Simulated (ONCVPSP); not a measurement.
# germanium: excitation energies, all-electron against ONCV

```
Element                 : Ge (Z = 32)
Generator               : ONCVPSP 4.0.1
Type                    : optimised norm-conserving Vanderbilt (ONCV)
Functional              : LDA (Perdew-Zunger)
Relativity              : scalar-relativistic
Frozen core             : [Ar] 3d10
Valence charge          : 4
Reference configuration : 4s2 4p1 (charge +1)
Partial waves           : 4s: rc 1.60 bohr, ncon 4, nbas 9, qcut 4.4 1/bohr, 1 projector; 4p: rc 1.60 bohr, ncon 4, nbas 7, qcut 4.5 1/bohr, local; d scattering state at 0.46 Ha: rc 1.95 bohr, ncon 3, nbas 7, qcut 5 1/bohr, 2 projectors, debl 3.4 Ha
Local potential         : the p channel
Core correction         : Teter function fitted to the true core (icmod 2), fcfact 0.55
```

Energies are relative to the spin-unpolarised reference configuration 4s2 4p1; without spin polarisation the order of configurations can differ from experiment.

| valence configuration | charge | ΔE all-electron (eV) | error AE − PS (meV) |
| --- | --- | --- | --- |
| 4s2 4p2 | 0 | -7.636 | +0.7 |
| 4s2 4p0 | +2 | 15.716 | -11 |
| 4s1 4p3 | 0 | 0.407 | +4.4 |

**Question.** What are ΔE and the potential's error for 4s1 4p0?

**Answer.** ΔE = 50.934 eV all-electron; the error (AE − PS) is -132 meV.

Levels in the configuration 4s1 4p0:

```tsv
level	all-electron (eV)	pseudo (eV)
4s	-40.900	-41.093
```

Note: ghosts flagged at negative energy: s at -253.5 eV; no localised positive-energy state flagged. A true bound ghost makes a file unfit for plane-wave use.
